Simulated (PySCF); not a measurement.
## Orbital picture of SnB

TPSS at R = 2.193 Å; basis Sn aug-cc-pVDZ-PP with ECP28, B aug-cc-pVDZ; scalar-relativistic core potentials; PySCF 2.14. State: ⁴Σ⁻ (quartet), unpaired electrons σ ↑, π ↑↑. Only the outer orbitals are listed, counted within each symmetry, core potentials removing the inner ones.

```tsv
spin	orbital	occ.	ε (eV)	on Sn (%)	main shells (%)
α	5σ	1	-12.84	52	50 Sn s, 41 B s
α	6σ	1	-8.93	44	56 B s, 37 Sn s
α	3π	1	-5.24	54	53 Sn p, 45 B p
α	3π	1	-5.24	54	53 Sn p, 45 B p
α	7σ	1	-5.22	41	51 B p, 36 Sn p, 8 B s
α	4π	0	-2.50	49	51 B p, 46 Sn p
α	4π	0	-2.50	49	51 B p, 46 Sn p
β	5σ	1	-11.44	61	60 Sn s, 32 B s
β	6σ	1	-7.22	50	52 B s, 32 Sn s, 18 Sn p
β	3π	0	-3.74	67	67 Sn p, 32 B p
β	3π	0	-3.74	67	67 Sn p, 32 B p
β	7σ	0	-3.09	30	43 B p, 28 Sn p, 27 B s
```

Q: Which are the highest filled and the lowest empty level, where do they sit, and how wide is the gap?

A: Highest filled α 7σ at -5.22 eV (in %: 51 B p, 36 Sn p, 8 B s); lowest empty β 3π at -3.74 eV (in %: 67 Sn p, 32 B p); the gap at TPSS is 1.48 eV.

```json
{"bond order (Mayer)": "1.60", "⟨S²⟩": "3.753", "charge on Sn (Mulliken, basis-dependent)": "0.46", "charge on Sn (Löwdin, basis-dependent)": "0.39", "dipole moment (positive dipole means Sn(−)B(+))": "-1.45 D"}
```

Spin–orbit coupling is left out. The state is the lowest determinant that a PBE0 search found; another state may lie lower at other levels.
